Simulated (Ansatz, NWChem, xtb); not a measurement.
InH2 (SMILES [InH2]): methods side by side

InH2 has 3 atoms, charge 0, and is taken as a doublet. SMILES: `[InH2]`. The shape is that of a PBE0-D4/def2-TZVP optimisation.

```tsv
atom	x (Å)	y (Å)	z (Å)
In	0.3846	-0.4254	0.1498
H	0.6913	1.2654	0.5216
H	-1.0869	-0.9048	-0.6847
```

Each level gives the dipole moment (D). The values are calculated.

```json
{"level": "GFN2-xTB", "kind": "semi-empirical", "program": "xtb", "value (D)": "1.26", "CPU time": "under 2 s"}
{"level": "GFN0-xTB", "kind": "semi-empirical", "program": "xtb", "value (D)": "3.32", "CPU time": "under 2 s"}
{"level": "GFN1-xTB", "kind": "semi-empirical", "program": "xtb", "value (D)": "0.90", "CPU time": "under 2 s"}
{"level": "UHF/STO-3G", "kind": "Hartree–Fock", "program": "Ansatz", "value (D)": "1.17", "CPU time": "0.65 s"}
{"level": "UHF/3-21G", "kind": "Hartree–Fock", "program": "NWChem", "value (D)": "0.69", "CPU time": "2 s"}
{"level": "UHF/def2-SVP (core potential)", "kind": "Hartree–Fock", "program": "Ansatz", "value (D)": "0.57", "CPU time": "0.82 s"}
{"level": "UHF/def2-TZVP (core potential)", "kind": "Hartree–Fock", "program": "NWChem", "value (D)": "0.52", "CPU time": "10 s"}
{"level": "UB3LYP/def2-QZVPP (core potential)", "kind": "global hybrid", "program": "NWChem", "value (D)": "0.50", "CPU time": "56 s"}
{"level": "UCCSD/STO-3G", "kind": "coupled cluster or CI", "program": "Ansatz", "value (D)": "1.00", "CPU time": "1.1 s"}
{"level": "FCI/LANL2DZ (core potential)", "kind": "exact in the basis", "program": "Ansatz", "value (D)": "0.73", "CPU time": "0.3 s"}
```

All-electron rows without a relativistic Hamiltonian named are non-relativistic, while core potentials hold scalar relativity, so basis and relativity change together. The values span 0.50 to 3.32 D. High-level rows in very small sets aren't better than simpler rows in larger ones. In the correlated wave-function rows the outer d shell of In is correlated, in sets not made for it. Magnitudes only: a small dipole may point the other way at some levels. Sets without polarisation functions give poor dipoles. CPU times are rough (shared hosts, several kinds of processor): they show what a rung costs within a factor of a few.
